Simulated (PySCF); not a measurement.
GeI, neutral, multiplicity 2. Atoms are numbered in the order given.

```xyz
2

Ge     0.0000     0.0000    -1.5749
I      0.0000     0.0000     0.9509
```
Charge 0, spin multiplicity 2.

The structure is a stationary point at PBE0-D3(BJ)/def2-TZVP. The def2 effective core potentials stand for the cores of I; spin–orbit coupling is left out.

Calculation: CAM-B3LYP/def2-TZVPD (PySCF).

Mulliken values depend strongly on the basis, most of all with diffuse functions as here. ESP charges are fitted to the potential on shells at 1.4 to 2.0 van der Waals radii. Atomic charges (e):

```tsv
atom	Mulliken	ESP fit	Mulliken spin
Ge1	0.16	0.12	0.97
I2	-0.16	-0.12	0.03
```
